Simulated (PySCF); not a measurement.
Correlation energy of Bi²⁺ (bismuth, charge +2)

[Xe] 4f14 5d10 6s1 6p1 6d1, one real determinant (an excited configuration). All numbers are calculated (PySCF 2.14, scalar relativity through the core potential, in aug-cc-pwCVTZ-PP with ECP60MDF). Frozen: 5s2 5p6 5d10; 3 electrons correlated.

MP2 pair energies summed by pair of shells (mhartree):

| pair | energy | share (%) |
| --- | --- | --- |
| 6s-6d | -3.80 | 39.7 |
| 6p-6d | -3.61 | 37.8 |
| 6s-6p | -2.15 | 22.5 |

Total MP2 correlation energy: -9.56 mhartree.

Same-spin part -9.56 and opposite-spin part 0.00 mhartree; SCS-MP2 scales them by 1/3 and 6/5 to -3.19 mhartree.

The reference is one real determinant that mixes LS terms of this configuration.
